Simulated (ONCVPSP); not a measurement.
Before and after: ONCV potential for manganese

Mn (Z = 25), optimised norm-conserving Vanderbilt (ONCV), made with ONCVPSP 4.0.1 (LDA (Perdew-Zunger), scalar-relativistic). Core [Ar], reference 3d5 4s2. Waves: 4s: rc 2.55 bohr, ncon 3, nbas 6, qcut 2.6 1/bohr, 2 projectors, debl 0.8 Ha; p scattering state at 0.09 Ha: rc 2.30 bohr, ncon 4, nbas 7, qcut 4 1/bohr, 2 projectors, debl 1.2 Ha; 3d: rc 1.80 bohr, ncon 4, nbas 9, qcut 8.2 1/bohr, 1 projector. Local part: polynomial inside 1.30 bohr (lpopt 4, dvloc0 -1 Ha). Core correction: none.

In the p channel the program set the typed energies aside and used 0.050, 1.250 Ha.

All-electron outer shells of the reference configuration (LDA (Perdew-Zunger), scalar-relativistic, ld1.x):

```json
{"shell": "3p", "level (eV)": "-54.49", "outermost node (bohr)": "0.31", "outermost maximum (bohr)": "0.75"}
{"shell": "3d", "level (eV)": "-7.01", "outermost node (bohr)": "–", "outermost maximum (bohr)": "0.75"}
{"shell": "4s", "level (eV)": "-5.29", "outermost node (bohr)": "1.06", "outermost maximum (bohr)": "2.47"}
```

Change: d: rc 2.1.

Cutoffs: the cutoffs (Ha) at which the residual kinetic energy of the hardest occupied pseudo-wave falls to 1 and 0.1 mHa per electron; they do not see the model core or the augmentation charge, which bear on the density cutoff. Errors are all-electron minus pseudo energies relative to the spin-unpolarised reference configuration.

Q: How do hardness, ghosts and transferability respond?

A: The potential gets softer (28 Ha and 31 Ha → 25 Ha and 28 Ha); of the 4 tests that both files solve, the error grows in 3 and shrinks in 0 by more than 15 % and 0.3 meV (median size 10.9 → 42.0 meV); neither file shows a bound ghost. A larger radius leaves more room for a smooth pseudo-wave, so fewer plane waves are needed. More of the atom is replaced by a form fitted at one configuration, so other configurations suffer.

| quantity | base | changed |
| --- | --- | --- |
| cutoff, loose | 28 Ha | 25 Ha |
| cutoff, tight | 31 Ha | 28 Ha |
| loose cutoff by channel | s 3.3 Ha, d 28 Ha | s 3.3 Ha, d 25 Ha |
| bound ghosts | none | none |
| GHOST(+) flags under 300 eV | s at 13.7 eV, p at 65.5 eV | s at 13.7 eV, p at 65.5 eV |
| error for 3d5 4s1, meV [ΔE 8.65 eV] | +4.5 | +5.6 |
| error for 3d5 4s0, meV [ΔE 24.53 eV] | +36 | +41 |
| error for 3d4 4s0, meV [ΔE 57.34 eV] | +14 | +43 |
| error for 3d4 4s2, meV [ΔE 13.45 eV] | +7.4 | +79 |
| s: phases at 2.59 bohr within 0.05 rad from the reference energy up to (Ha; the scan ends near 5) | to the end of the scan | to the end of the scan |
| p: phases at 2.33 bohr within 0.05 rad from the reference energy up to (Ha; the scan ends near 5) | 2.1 | 2.1 |
